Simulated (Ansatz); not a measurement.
Cost and result for the atomization energy of `OB1CC1Br` (9 atoms, 9 bonds).

Cartesian coordinates in Å:
```
O 0.453 1.234 1.586
B 0.020 0.451 0.596
C -0.700 -0.822 0.182
C 0.063 0.036 -0.870
Br 1.701 -0.650 -1.610
H 1.041 1.936 1.288
H -0.262 -1.777 0.462
H -1.772 -0.884 0.017
H -0.545 0.477 -1.650
```

Charge 0, multiplicity 1. Correlated methods include outer-core shells of Br, which these sets cover unevenly. Scalar relativity is left out up to krypton. Geometry: relaxed with PBE0-D4/def2-TZVP. It is one conformer, not always the lowest. Program: Ansatz. All runs use 4 threads of an Arm Neoverse V2 on a shared host. Times are those of one run each, without the atoms' runs, and a repeat can differ threefold. Electronic energies, without spin–orbit coupling; frozen cores. CCSD(T)/CBS adds CCSD(T) − MP2 in def2-TZVPP to the MP2 limit, and its time is that of the two runs behind it. T1 = 0.010. With those shells the extrapolation isn't a true limit. B3LYP takes the VWN-RPA correlation (the form of Gaussian; ORCA's B3LYP/G).

CCSD(T)/CBS is a level of theory with its own doubt, some kJ/mol a heavy atom from the limit and from the frozen cores, so smaller differences don't rank the functionals.

```tsv
level	functions	wall time
PBE-D4/def2-TZVPP (with forces)	228	2.2 s
PBE0-D4/def2-TZVPP	228	2.8 s
B3LYP-D4/def2-TZVPP (with forces)	228	4.4 s
r2SCAN-D4/def2-TZVPP (with forces)	228	4.8 s
B2PLYP/def2-TZVPP	228	5.5 s
ωB97X-V/def2-TZVPP	228	7 s
ωB97M-V/def2-TZVPP (with forces)	228	11 s
MP2/def2-QZVPP	437	20 s
CCSD(T)/def2-TZVPP	228	2.6 min
CCSD(T)/CBS(def2)	–	2.9 min
```

Problem. What atomization energy does each give, and how far from CCSD(T)/CBS? (An estimate is asked.)

Solution. The calculation gave: 
```tsv
level	atomization (kcal/mol)	difference from CCSD(T)/CBS	per bond
PBE-D4/def2-TZVPP (with forces)	872.0	31.1	3.5
PBE0-D4/def2-TZVPP	853.2	12.3	1.4
B3LYP-D4/def2-TZVPP (with forces)	841.5	0.6	0.1
r2SCAN-D4/def2-TZVPP (with forces)	851.2	10.3	1.1
B2PLYP/def2-TZVPP	834.5	-6.4	-0.7
ωB97X-V/def2-TZVPP	843.7	2.8	0.3
ωB97M-V/def2-TZVPP (with forces)	846.2	5.3	0.6
MP2/def2-QZVPP	857.2	16.3	1.8
CCSD(T)/def2-TZVPP	818.6	-22.3	-2.5
CCSD(T)/CBS(def2)	840.9	0.0	0.0
```

In def2-TZVPP, CCSD(T) changes the Hartree–Fock value by +210.1 kcal/mol (the triples alone add +15.1 kcal/mol) and MP2 by +235.7 kcal/mol; breaking electron pairs costs correlation energy, which Hartree–Fock lacks. From PBE to PBE0 (25 % exact exchange), in def2-TZVPP and without D4, the atomization energy moves by −18.1 kcal/mol: exact exchange takes away binding that semilocal exchange gives to molecules. The D4 term adds +7.0 kcal/mol with B3LYP and +3.7 kcal/mol with PBE0; it sums over pairs of atoms, weighted by their polarisabilities, and B3LYP, whose exchange is more repulsive, gets the larger term.
